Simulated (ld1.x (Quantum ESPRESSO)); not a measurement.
Transferability test, PAW potential for caesium (Cs)

caesium (Cs), PAW, made with ld1.x (Quantum ESPRESSO) 7.5 (PBE, scalar-relativistic). Core [Kr] 4d10, reference 5s2 5p6 5d0 6s0 6p0 (charge +1). Waves: 5s (bound): rcut 2.20, rcutus 2.40 bohr; 6s (bound, empty): rcut 2.20, rcutus 2.40 bohr; 5p (bound): rcut 3.20, rcutus 3.50 bohr; 6p (bound, empty): rcut 3.20, rcutus 3.50 bohr; 5d (bound, empty): rcut 3.75, rcutus 4.45 bohr; 5d channel at 0.4 Ry: rcut 3.75, rcutus 4.45 bohr. Local part: all-electron potential smoothed inside 3.75 bohr (lloc = -1). Core correction: a·sin(br)/r model core, default radius (ld1.x builds one for every PAW set, though the input has nlcc=.false.). Augmentation charge: PSQ, inside the norm-conserving radii.

Energies are relative to the spin-unpolarised reference configuration 5s2 5p6 5d0 6s0 6p0; without spin polarisation the order of configurations can differ from experiment. Not all tests gave a result: test run stopped at test 7 of 7 (negative rho), 1 before it not solved. Left out of the table: 5s2 5p5 5d0 6s1 6p0 (pseudo-atom not self-consistent, printed error -6.4 meV).

**Question.** Give the all-electron excitation energy and the error of the potential for: 5s2 5p6 5d0 6s1 6p0; 5s2 5p6 5d0 6s0.5 6p0; 5s2 5p6 5d0 6s0 6p1; 5s2 5p6 5d0.5 6s0.5 6p0; 5s2 5p6 5d1 6s0 6p0.

**Answer.**

```csv
valence configuration,charge,ΔE all-electron (eV),error AE − PS (meV)
5s2 5p6 5d0 6s1 6p0,0,-3.864,+0.2
5s2 5p6 5d0 6s0.5 6p0,+0.5,-2.393,+0.1
5s2 5p6 5d0 6s0 6p1,0,-2.493,+0.3
5s2 5p6 5d0.5 6s0.5 6p0,0,-3.021,-0.6
5s2 5p6 5d1 6s0 6p0,0,-2.192,-0.9
```

Levels in the configuration 5s2 5p6 5d0 6s0.5 6p0:

```
level  all-electron (eV)  pseudo (eV)
   5s            -29.159      -29.159
   5p            -15.927      -15.927
   6s             -3.834       -3.834
```
